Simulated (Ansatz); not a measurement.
`[NH2][Ge][F]` + `O[SiH3]` → `[NH2][Ge][O][SiH3]` + H–F at 600 K and 1 bar (ligand exchange at a Ge–F bond).

Computed with Ansatz on PBE0-D4/def2-TZVP structures; ΔE is electronic, products minus reactants. CCSD(T)/CBS adds triple-zeta CCSD(T) − MP2 to the extrapolated MP2 energy (def2 sets, frozen cores). This one scheme is used for every species. For Ge outer-core shells are correlated without core-valence functions, which leaves a few kJ/mol of doubt a bond. Scalar relativity is left out up to krypton. Each species was taken in one conformer, which may not be the lowest.

```tsv
species	CCSD(T)/CBS energy (Eh)	H − E (kJ/mol)	S (J/(mol·K))
`[NH2][Ge][F]`	-2231.86581	107.5	335.1
`O[SiH3]`	-366.69042	135.7	307.9
`[NH2][Ge][O][SiH3]`	-2498.15495	203.0	442.2
H–F	-100.39570	42.3	194.0
```

H − E and S are ideal-gas, rigid-rotor, harmonic terms from PBE0-D4/def2-TZVP, for one conformer and one mirror image of each species. 1 Eh = 2625.50 kJ/mol, R = 8.31446 J/(mol·K).

Q: By hand: ΔE, ΔH, ΔS and ΔG.

A: ΔE = (-2498.15495) + (-100.39570) − (-2231.86581) − (-366.69042) = 0.00558 Eh = 14.7 kJ/mol. Δ(H − E) = 203.0 + 42.3 − 107.5 − 135.7 = 2.1, so ΔH = 16.8 kJ/mol. ΔS = 442.2 + 194.0 − 335.1 − 307.9 = -6.8 J/(mol·K). ΔG = 16.8 − 600 × (-6.8)/1000 = 20.9 kJ/mol.

Q: By hand: the equilibrium constant, and the temperature at which ΔG would vanish if ΔH and ΔS stayed fixed.

A: log₁₀ K = −ΔG/(RT ln 10) = -1.8. ΔH and −TΔS have one sign here, so there is no such temperature.

The number of gas molecules stays the same, so ΔS is small and ΔH decides. A doubt of 5 kJ/mol in ΔE shifts log₁₀ K by 0.4 here. Other conformers and mirror images would add mixing entropy, several J/(mol·K) or more a flexible species. Modes under 60 cm⁻¹, often nearly free rotors, make the harmonic entropy too high. These are equilibria of isolated gas molecules and say nothing of rates. Largest T1 diagnostic: 0.014 (customary marks: 0.02 for closed shells, 0.045 for open ones).

ΔS is within the doubt of such terms, so its sign, and with it that verdict, could turn.
